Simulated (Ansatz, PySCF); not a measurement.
Barrier from R1 to the saddle point P1, each structure at its B3LYP-D3(BJ)/def2-TZVP stationary point, reached from a drawn start; harmonic modes at that level show the others as minima.
R1, CH6Si (SMILES C[SiH3]) (charge 0, multiplicity 1):
```json
[
 {"atom": "Si", "x (Å)": "0.0000", "y (Å)": "0.0000", "z (Å)": "0.8881"},
 {"atom": "H", "x (Å)": "1.3884", "y (Å)": "0.0000", "z (Å)": "1.4104"},
 {"atom": "H", "x (Å)": "-0.6942", "y (Å)": "1.2024", "z (Å)": "1.4104"},
 {"atom": "H", "x (Å)": "-0.6942", "y (Å)": "-1.2024", "z (Å)": "1.4104"},
 {"atom": "C", "x (Å)": "0.0000", "y (Å)": "0.0000", "z (Å)": "-0.9881"},
 {"atom": "H", "x (Å)": "0.5099", "y (Å)": "0.8832", "z (Å)": "-1.3771"},
 {"atom": "H", "x (Å)": "-1.0198", "y (Å)": "0.0000", "z (Å)": "-1.3771"},
 {"atom": "H", "x (Å)": "0.5099", "y (Å)": "-0.8832", "z (Å)": "-1.3771"}
]
```
P1, CH6Si, a first-order saddle point (one imaginary mode, 200i cm⁻¹) (charge 0, multiplicity 1, Z-matrix in Å and degrees):
```
Si
H 1 1.4833
H 1 1.4833 2 107.91
H 1 1.4833 2 107.91 3 -116.37
C 1 1.8870 2 110.99 4 -121.82
H 5 1.0907 1 111.07 2 0.00
H 5 1.0907 6 107.82 1 121.91
H 5 1.0907 6 107.82 7 116.17
```

P less R. No zero-point or thermal terms. No path was followed down from the saddle.

Cores are frozen in the correlated methods.

Run with Ansatz (Gaussian basis) for Hartree–Fock, density functionals and correlated methods; PySCF for the D3/D4 terms. Each number belongs to the level named beside it.

Total energies in hartree:

| structure | PBE/def2-TZVPP | B3LYP-D3(BJ)/def2-TZVPP | CCSD(T)/cc-pV(Q+d)Z |
|---|---|---|---|
| R1 | -331.008531 | -331.269454 | -330.718439 |
| P1 | -331.006294 | -331.267088 | -330.715995 |

**Question.** Work out the barrier height at each level in kcal/mol (1 hartree = 627.50947 kcal/mol), and say how far PBE/def2-TZVPP lies from CCSD(T)/cc-pV(Q+d)Z.

**Answer.** 
- PBE/def2-TZVPP: (-331.006294) − (-331.008531) = 0.002237 hartree = 1.40 kcal/mol
- B3LYP-D3(BJ)/def2-TZVPP: (-331.267088) − (-331.269454) = 0.002366 hartree = 1.48 kcal/mol
- CCSD(T)/cc-pV(Q+d)Z: (-330.715995) − (-330.718439) = 0.002444 hartree = 1.53 kcal/mol
PBE/def2-TZVPP less CCSD(T)/cc-pV(Q+d)Z: -0.13 kcal/mol. CCSD(T)/cc-pV(Q+d)Z is the level counted from, the highest shown, and no exact or measured value.

Ansatz is a first-principles code.
